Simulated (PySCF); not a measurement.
Species: C2H4BFO2.
SMILES: `C1COB(O1)F`

The calculation used PySCF 2.14.0, PBE0-D3(BJ)/def2-SVP geometry optimisation, gas phase.

Masses are those of the commonest isotopes; rigid-rotor values at the optimised geometry. 

(1) What are A, B and C (GHz)?

(2) What kind of rotor is it?

(3) Is it planar, by Δ = Ic − Ia − Ib?

(4) Give the other two planar moments, Paa and Pbb, and the rms extents of the mass along the axes.

(5) Give the coordinates in the principal-axis frame, origin at the centre of mass.

(6) List the rotational levels J(Ka,Kc) to J = 2 (cm⁻¹).

(7) Which lines would a microwave search look for?

(8) Estimate the classical rotational partition function at 50 K, 100 K and 298.15 K.

## Answers

(1) Ia = 65.27, Ib = 147.29, Ic = 206.18 u·Å²; 505379 MHz·u·Å²/I gives 7742, 3431 and 2451 MHz, that is A = 7.7424, B = 3.4312, C = 2.4512 GHz.

(2) An asymmetric top. Ray's parameter κ = (2B − A − C)/(A − C) = -0.630; −1 is the prolate and +1 the oblate limit.

(3) Not planar: Δ = Ic − Ia − Ib = -6.39 u·Å². For a rigid frame Δ = −2 Σ m c², so Σ m c² = 3.19 u·Å² lies off the ab plane, practically all of it from hydrogen. The atom farthest from that plane is 0.90 Å away.

(4) Paa = Σ m a² = (Ib + Ic − Ia)/2 = 144.10 and Pbb = Σ m b² = (Ia + Ic − Ib)/2 = 62.08 u·Å². With the mass M = 90.03 u, the rms extents √(P/M) along a, b and c are 1.27, 0.83, 0.19 Å.

(5) The sense of each axis is arbitrary; atoms in the order of the calculation.
```
atom  mass (u)   a (Å)   b (Å)   c (Å)
  F1    18.998   1.976   0.000   0.002
  B2    11.009   0.659  -0.001  -0.002
  O3    15.995  -0.076  -1.146  -0.002
  C4    12.000  -1.442  -0.773   0.001
  C5    12.000  -1.441   0.775   0.003
  O6    15.995  -0.074   1.144  -0.004
  H7     1.008  -1.936  -1.194   0.891
  H8     1.008  -1.940  -1.192  -0.889
  H9     1.008  -1.930   1.195   0.897
 H10     1.008  -1.940   1.198  -0.883
```

(6) Above 0(0,0):
J = 1: 1(0,1) 0.1962, 1(1,1) 0.3400, 1(1,0) 0.3727
J = 2: 2(0,2) 0.5837, 2(1,2) 0.6998, 2(1,1) 0.7978, 2(2,1) 1.2292, 2(2,0) 1.2342
The levels of one J sum to (2J + 1)J(J + 1)(A + B + C)/3.

(7) The dipole components are |μa| = 3.29 D, |μb| = 0.00 D, |μc| = 0.00 D; the symmetry axis of this C2v structure is a, so μb and μc vanish by symmetry and there are no b-type or c-type lines. Some lines, for components of 0.1 D or more:

```json
{"type": "a", "branch": "Q", "J(Ka,Kc)": "3(2,1) ← 3(2,2)", "MHz": "723", "lower level (cm⁻¹)": "1.818"}
{"type": "a", "branch": "Q", "J(Ka,Kc)": "1(1,0) ← 1(1,1)", "MHz": "980", "lower level (cm⁻¹)": "0.340"}
{"type": "a", "branch": "Q", "J(Ka,Kc)": "3(1,2) ← 3(1,3)", "MHz": "5866", "lower level (cm⁻¹)": "1.236"}
{"type": "a", "branch": "R", "J(Ka,Kc)": "2(1,2) ← 1(1,1)", "MHz": "10785", "lower level (cm⁻¹)": "0.340"}
{"type": "a", "branch": "R", "J(Ka,Kc)": "2(0,2) ← 1(0,1)", "MHz": "11616", "lower level (cm⁻¹)": "0.196"}
{"type": "a", "branch": "R", "J(Ka,Kc)": "2(1,1) ← 1(1,0)", "MHz": "12745", "lower level (cm⁻¹)": "0.373"}
{"type": "a", "branch": "R", "J(Ka,Kc)": "3(1,3) ← 2(1,2)", "MHz": "16090", "lower level (cm⁻¹)": "0.700"}
{"type": "a", "branch": "R", "J(Ka,Kc)": "3(0,3) ← 2(0,2)", "MHz": "17073", "lower level (cm⁻¹)": "0.584"}
{"type": "a", "branch": "R", "J(Ka,Kc)": "3(2,2) ← 2(2,1)", "MHz": "17647", "lower level (cm⁻¹)": "1.229"}
{"type": "a", "branch": "R", "J(Ka,Kc)": "3(2,1) ← 2(2,0)", "MHz": "18221", "lower level (cm⁻¹)": "1.234"}
{"type": "a", "branch": "R", "J(Ka,Kc)": "4(1,4) ← 3(1,3)", "MHz": "21310", "lower level (cm⁻¹)": "1.236"}
{"type": "a", "branch": "R", "J(Ka,Kc)": "4(2,3) ← 3(2,2)", "MHz": "23413", "lower level (cm⁻¹)": "1.818"}
{"type": "a", "branch": "R", "J(Ka,Kc)": "4(3,1) ← 3(3,0)", "MHz": "23874", "lower level (cm⁻¹)": "2.622"}
```

(8) Point group C2v, symmetry number σ = 2; q = (√π/σ)·√((kT/h)³/(ABC)), k/h = 20836.6 MHz/K: 3690 at 50 K, 10400 at 100 K, 53800 at 298.15 K.

Not checked by PBE0-D3(BJ)/def2-SVP frequencies. Zero-point vibration and centrifugal distortion are left out. Quadrupole hyperfine structure (11B) is left out.
